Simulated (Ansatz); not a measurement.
BH2BrOF2, singlet: a trajectory.

in.yaml

```yaml
crystal:
  periodic: [false, false, false]
  atoms:
    - {symbol: B, position_ang: [-0.495332, 0.428832, -0.204534]}
    - {symbol: O, position_ang: [0.967619, 0.306701, -0.047079]}
    - {symbol: F, position_ang: [-0.975424, 0.060014, -1.377952]}
    - {symbol: F, position_ang: [-1.055969, 1.388668, 0.491618]}
    - {symbol: H, position_ang: [0.749498, -0.615861, 0.702611]}
    - {symbol: Br, position_ang: [-0.570300, -1.532964, 1.287264]}
    - {symbol: H, position_ang: [1.379909, -0.035390, -0.852029]}
basis:
  gaussian: {orbitals: def2-SVP}
hamiltonian: {xc: {name: BLYP}, dispersion: d4}
md: {n_steps: 40, timestep: 1.0, temperature: 700, ensemble: nve, seed: 94, initial_velocities: maxwell_boltzmann}
```

Run by:

```bash
ansatz run in.yaml --threads 4 --pin off --events-out ev --progress --plain --max-ram 9574MiB
```

Output of Ansatz 0.2.0:

```
Functional definition: BLYP
  name "BLYP"
  cite "Becke, Phys. Rev. A 38, 3098 (1988) doi:10.1103/PhysRevA.38.3098"
  cite "Lee, Yang & Parr, Phys. Rev. B 37, 785 (1988) doi:10.1103/PhysRevB.37.785"
  parameter beta = 0.0042
  parameter a = 0.04918
  parameter b = 0.132
  parameter c = 0.2533
  parameter d = 0.349
  exchange = b88_x(beta = beta)
  correlation = lyp_c(a = a, b = b, c = c, d = d)
1054 factors; their error is unknown
mean field evaluation 1: about -78219.4991 eV, gradient 5.9e1 eV
mean field evaluation 2: about -78205.5724 eV, gradient 1.1e2 eV
mean field evaluation 4: about -78224.7074 eV, gradient 5.7e0 eV
mean field evaluation 8: about -78224.6870 eV, gradient 1.3e-1 eV
mean field evaluation 16: about -78224.6870 eV, gradient 4.5e-5 eV
mean field -78224.68704238 eV, -2874.7042262102 hartree, gradient 4.5e-5 eV, S^2 0.000000; 0 other end points of the search recorded, 0 dependent functions left out
the calculation of the forces begins
reference -78224.68732768 eV, -2874.7042366947 hartree; 34, 34 occupied and 64, 64 virtual orbitals, 1054 factors
md step     0: t =     0.00 fs  T =   700.0 K  F+E_penalty+E_count = -78224.98922954 eV  E_kin = 0.452410 eV  conserved = -78224.53681955 eV  (27 SCF iters)
md step     1: t =     1.00 fs  T =   636.2 K  F+E_penalty+E_count = -78224.94834322 eV  E_kin = 0.411152 eV  conserved = -78224.53719159 eV  (28 SCF iters, 5 dispersion substeps)
md step     2: t =     2.00 fs  T =   532.8 K  F+E_penalty+E_count = -78224.88082825 eV  E_kin = 0.344363 eV  conserved = -78224.53646513 eV  (28 SCF iters, 5 dispersion substeps)
md step     3: t =     3.00 fs  T =   411.3 K  F+E_penalty+E_count = -78224.80042248 eV  E_kin = 0.265823 eV  conserved = -78224.53459906 eV  (29 SCF iters, 5 dispersion substeps)
md step     4: t =     4.00 fs  T =   315.5 K  F+E_penalty+E_count = -78224.73680461 eV  E_kin = 0.203928 eV  conserved = -78224.53287620 eV  (29 SCF iters, 5 dispersion substeps)
md step     5: t =     5.00 fs  T =   284.0 K  F+E_penalty+E_count = -78224.71628283 eV  E_kin = 0.183566 eV  conserved = -78224.53271641 eV  (29 SCF iters, 5 dispersion substeps)
md step     6: t =     6.00 fs  T =   320.4 K  F+E_penalty+E_count = -78224.74121176 eV  E_kin = 0.207070 eV  conserved = -78224.53414189 eV  (29 SCF iters, 5 dispersion substeps)
md step     7: t =     7.00 fs  T =   394.3 K  F+E_penalty+E_count = -78224.79045907 eV  E_kin = 0.254825 eV  conserved = -78224.53563404 eV  (29 SCF iters, 5 dispersion substeps)
md step     8: t =     8.00 fs  T =   471.5 K  F+E_penalty+E_count = -78224.84102166 eV  E_kin = 0.304701 eV  conserved = -78224.53632023 eV  (29 SCF iters, 5 dispersion substeps)
md step     9: t =     9.00 fs  T =   531.7 K  F+E_penalty+E_count = -78224.88054771 eV  E_kin = 0.343662 eV  conserved = -78224.53688609 eV  (29 SCF iters, 5 dispersion substeps)
md step    10: t =    10.00 fs  T =   560.3 K  F+E_penalty+E_count = -78224.89945872 eV  E_kin = 0.362096 eV  conserved = -78224.53736247 eV  (29 SCF iters, 5 dispersion substeps)
md step    11: t =    11.00 fs  T =   547.7 K  F+E_penalty+E_count = -78224.89086382 eV  E_kin = 0.353972 eV  conserved = -78224.53689176 eV  (29 SCF iters, 5 dispersion substeps)
md step    12: t =    12.00 fs  T =   504.9 K  F+E_penalty+E_count = -78224.86191269 eV  E_kin = 0.326318 eV  conserved = -78224.53559434 eV  (29 SCF iters, 5 dispersion substeps)
md step    13: t =    13.00 fs  T =   460.8 K  F+E_penalty+E_count = -78224.83223583 eV  E_kin = 0.297830 eV  conserved = -78224.53440605 eV  (29 SCF iters, 5 dispersion substeps)
md step    14: t =    14.00 fs  T =   442.8 K  F+E_penalty+E_count = -78224.82014922 eV  E_kin = 0.286207 eV  conserved = -78224.53394225 eV  (29 SCF iters, 5 dispersion substeps)
md step    15: t =    15.00 fs  T =   462.3 K  F+E_penalty+E_count = -78224.83300178 eV  E_kin = 0.298813 eV  conserved = -78224.53418851 eV  (29 SCF iters, 5 dispersion substeps)
md step    16: t =    16.00 fs  T =   513.6 K  F+E_penalty+E_count = -78224.86710431 eV  E_kin = 0.331928 eV  conserved = -78224.53517604 eV  (29 SCF iters, 5 dispersion substeps)
md step    17: t =    17.00 fs  T =   571.0 K  F+E_penalty+E_count = -78224.90709393 eV  E_kin = 0.369020 eV  conserved = -78224.53807348 eV  (28 SCF iters, 5 dispersion substeps)
md step    18: t =    18.00 fs  T =   573.0 K  F+E_penalty+E_count = -78224.91282540 eV  E_kin = 0.370323 eV  conserved = -78224.54250276 eV  (29 SCF iters, 5 dispersion substeps)
md step    19: t =    19.00 fs  T =   465.0 K  F+E_penalty+E_count = -78224.83951300 eV  E_kin = 0.300529 eV  conserved = -78224.53898450 eV  (29 SCF iters, 5 dispersion substeps)
md step    20: t =    20.00 fs  T =   361.3 K  F+E_penalty+E_count = -78224.76170731 eV  E_kin = 0.233524 eV  conserved = -78224.52818322 eV  (28 SCF iters, 5 dispersion substeps)
md step    21: t =    21.00 fs  T =   435.2 K  F+E_penalty+E_count = -78224.81726252 eV  E_kin = 0.281253 eV  conserved = -78224.53600931 eV  (29 SCF iters, 5 dispersion substeps)
md step    22: t =    22.00 fs  T =   563.1 K  F+E_penalty+E_count = -78224.90793460 eV  E_kin = 0.363928 eV  conserved = -78224.54400631 eV  (28 SCF iters, 5 dispersion substeps)
md step    23: t =    23.00 fs  T =   567.6 K  F+E_penalty+E_count = -78224.90740398 eV  E_kin = 0.366849 eV  conserved = -78224.54055491 eV  (27 SCF iters, 5 dispersion substeps)
md step    24: t =    24.00 fs  T =   478.2 K  F+E_penalty+E_count = -78224.84480701 eV  E_kin = 0.309040 eV  conserved = -78224.53576669 eV  (29 SCF iters, 5 dispersion substeps)
md step    25: t =    25.00 fs  T =   396.7 K  F+E_penalty+E_count = -78224.78905339 eV  E_kin = 0.256367 eV  conserved = -78224.53268613 eV  (29 SCF iters, 5 dispersion substeps)
md step    26: t =    26.00 fs  T =   399.4 K  F+E_penalty+E_count = -78224.78939868 eV  E_kin = 0.258114 eV  conserved = -78224.53128473 eV  (29 SCF iters, 5 dispersion substeps)
md step    27: t =    27.00 fs  T =   517.1 K  F+E_penalty+E_count = -78224.86695982 eV  E_kin = 0.334190 eV  conserved = -78224.53276978 eV  (27 SCF iters, 5 dispersion substeps)
md step    28: t =    28.00 fs  T =   709.1 K  F+E_penalty+E_count = -78224.99666637 eV  E_kin = 0.458314 eV  conserved = -78224.53835257 eV  (28 SCF iters, 5 dispersion substeps)
md step    29: t =    29.00 fs  T =   847.5 K  F+E_penalty+E_count = -78225.09416301 eV  E_kin = 0.547721 eV  conserved = -78224.54644193 eV  (28 SCF iters, 5 dispersion substeps)
md step    30: t =    30.00 fs  T =   803.5 K  F+E_penalty+E_count = -78225.06220621 eV  E_kin = 0.519333 eV  conserved = -78224.54287294 eV  (28 SCF iters, 5 dispersion substeps)
md step    31: t =    31.00 fs  T =   723.3 K  F+E_penalty+E_count = -78224.99246374 eV  E_kin = 0.467461 eV  conserved = -78224.52500312 eV  (27 SCF iters, 5 dispersion substeps)
md step    32: t =    32.00 fs  T =   879.8 K  F+E_penalty+E_count = -78225.10771468 eV  E_kin = 0.568612 eV  conserved = -78224.53910220 eV  (29 SCF iters, 5 dispersion substeps)
md step    33: t =    33.00 fs  T =  1060.3 K  F+E_penalty+E_count = -78225.23547797 eV  E_kin = 0.685262 eV  conserved = -78224.55021620 eV  (27 SCF iters, 5 dispersion substeps)
md step    34: t =    34.00 fs  T =  1009.6 K  F+E_penalty+E_count = -78225.19470974 eV  E_kin = 0.652524 eV  conserved = -78224.54218592 eV  (29 SCF iters, 5 dispersion substeps)
md step    35: t =    35.00 fs  T =   832.4 K  F+E_penalty+E_count = -78225.07258926 eV  E_kin = 0.537999 eV  conserved = -78224.53459073 eV  (29 SCF iters, 5 dispersion substeps)
md step    36: t =    36.00 fs  T =   697.3 K  F+E_penalty+E_count = -78224.98264322 eV  E_kin = 0.450655 eV  conserved = -78224.53198849 eV  (28 SCF iters, 5 dispersion substeps)
md step    37: t =    37.00 fs  T =   675.8 K  F+E_penalty+E_count = -78224.96936276 eV  E_kin = 0.436768 eV  conserved = -78224.53259438 eV  (29 SCF iters, 5 dispersion substeps)
md step    38: t =    38.00 fs  T =   751.1 K  F+E_penalty+E_count = -78225.02234000 eV  E_kin = 0.485412 eV  conserved = -78224.53692755 eV  (28 SCF iters, 5 dispersion substeps)
md step    39: t =    39.00 fs  T =   814.6 K  F+E_penalty+E_count = -78225.07230946 eV  E_kin = 0.526469 eV  conserved = -78224.54584024 eV  (28 SCF iters, 5 dispersion substeps)
md step    40: t =    40.00 fs  T =   711.2 K  F+E_penalty+E_count = -78225.00512024 eV  E_kin = 0.459620 eV  conserved = -78224.54550048 eV  (27 SCF iters, 5 dispersion substeps)
Total energy: -78225.00540698 eV, -2874.7159258934 hartree
Atom 0 at    -0.663987     0.199011     0.000322 Å, force     1.643395    -0.730590     1.937598 eV/Å
Atom 1 at     1.093904     0.374221    -0.036045 Å, force     0.484727     0.854976    -2.447428 eV/Å
Atom 2 at    -0.973512     0.002547    -1.222706 Å, force    -0.906905    -1.491524    -3.609716 eV/Å
Atom 3 at    -1.018822     1.370955     0.430027 Å, force    -0.865460     1.777798     1.887542 eV/Å
Atom 4 at     1.324719    -0.322706     0.556710 Å, force     0.570723    -1.498182     2.031584 eV/Å
Atom 5 at    -0.589887    -1.501038     1.237297 Å, force    -0.504153     0.354096    -0.090396 eV/Å
Atom 6 at     1.425506    -0.049414    -0.882482 Å, force    -0.422328     0.733426     0.290815 eV/Å
Dipole moment:     0.712693    -0.089723    -0.278733 e Å

[the SCF lines of later steps are left out]
```

The lines “mean field evaluation” count trial sets of orbitals through the whole run, from several starts and some on an approximate energy, so they need not fall steadily or lie above the final value.

The run took about 89 s on 4 CPU threads of an AMD EPYC (shared host).
